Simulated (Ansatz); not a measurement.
Steps of a relaxation of `[ZnH2]` with RKS PBE0-D4/def2-TZVP.

```sh
$ ansatz run in.yaml --threads 2 --pin off --events-out ev --progress --plain --max-ram 32768MiB --backend cpu
```

```yaml
crystal:
  periodic: [false, false, false]
  atoms:
    - {symbol: Zn, position_ang: [-0.003691, -0.021587, -0.004444]}
    - {symbol: H, position_ang: [0.592881, 1.329292, 0.467288]}
    - {symbol: H, position_ang: [-0.600191, -1.372505, -0.476144]}
basis:
  gaussian: {orbitals: def2-TZVP}
hamiltonian: {xc: pbe0, dispersion: d4}
relax: {f_tol: 0.005, max_steps: 150}
```

Positions (Å) and forces (eV/Å) along the path, 3 of 3 steps:

```xyz
3
step=1 energy=-48444.6678 eV
Zn   -0.004   -0.022   -0.004    0.000    0.000    0.000
H     0.593    1.329    0.467   -0.030   -0.068   -0.024
H    -0.600   -1.373   -0.476    0.030    0.068    0.024
3
step=2 energy=-48444.6682 eV
Zn   -0.004   -0.022   -0.004    0.000    0.000    0.000
H     0.591    1.326    0.466   -0.009   -0.020   -0.007
H    -0.599   -1.369   -0.475    0.009    0.020    0.007
3
step=3 energy=-48444.6682 eV
Zn   -0.004   -0.022   -0.004    0.000    0.000    0.000
H     0.591    1.324    0.465    0.000    0.000    0.000
H    -0.598   -1.367   -0.474    0.000    0.000    0.000
```

Hardware: 2 threads of a server CPU on a shared host. Wall time 8.5 s, peak host memory 0.31 GiB.
